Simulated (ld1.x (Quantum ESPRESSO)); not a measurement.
**tungsten: one change to a TM potential, before and after**

| Item | Value |
| --- | --- |
| Element | tungsten (W) |
| Generator | ld1.x (Quantum ESPRESSO) 7.5 |
| Type | norm-conserving Troullier–Martins (Kleinman–Bylander form) |
| Functional | PBE |
| Relativity | fully relativistic |
| Frozen core | [Xe] 4f14 |
| Valence charge | 6 |
| Reference configuration | 5d4 6s1 6p0 (charge +1) |
| Partial waves | 6s (bound): rc 2.05 bohr; 6p (bound, empty): rc 2.65 bohr; 5d (bound): rc 2.35 bohr |
| Local potential | all-electron potential smoothed inside 1.65 bohr (lloc = -1) |
| Core correction | Bessel-smoothed model core inside 1.20 bohr |

Open shells are filled in proportion to 2j + 1 (rel_dist='average').

Change: local potential all-electron potential smoothed inside 2.88 bohr (lloc = -1).

Cutoffs: the cutoffs (Ry, on a coarse ladder) from which the occupation-weighted sum of valence levels, in a spherical-Bessel basis at the reference potential, stays within 10 and 1 mRy of its value at 400 Ry; they do not see the model core or the augmentation charge, which bear on the density cutoff. Errors are all-electron minus pseudo energies relative to the spin-unpolarised reference configuration.

Problem. What does the change do?

Solution. The potential gets neither clearly harder nor softer (30 Ry and 35 Ry → 30 Ry and 40 Ry); the bound ghost in p, s disappears; of the 7 tests that both files solve, the error grows in 3 and shrinks in 3 by more than 15 % and 0.3 meV (median size 4.2 → 3.6 meV). In the separable form a ghost depends on how the local part lies against the semilocal potential of the channel, so the choice of the local part can create or remove one.

```tsv
quantity	base	changed
cutoff, loose	30 Ry	30 Ry
cutoff, tight	35 Ry	40 Ry
bound ghosts	s, p3/2, p1/2	none
error for 5d4 6s2 6p0, meV [ΔE -8.89 eV]	-4.1	-2.7
error for 5d4 6s0 6p0, meV [ΔE 15.68 eV]	-9.3	-11
error for 5d3 6s0 6p0, meV [ΔE 41.05 eV]	-136	-166
error for 5d4 6s1.5 6p0, meV [ΔE -5.25 eV]	-1.2	-0.8
error for 5d5 6s0 6p0, meV [ΔE 0.81 eV]	-46	-53
error for 5d4 6s1 6p1, meV [ΔE -4.43 eV]	-3.6	-2.2
error for 5d4 6s0 6p1, meV [ΔE 5.40 eV]	-4.2	-3.6
```

Base: These tests converged, but a pseudo level misses the all-electron one widely, so the file describes the atom poorly there or has found another state: 5d3 6s0 6p0: empty 6p by 3.8 eV (a node warning on the way). A true bound ghost makes a file unfit for plane-wave use even where its test errors are small: the radial tests pick states by their node count and pass the ghost by.
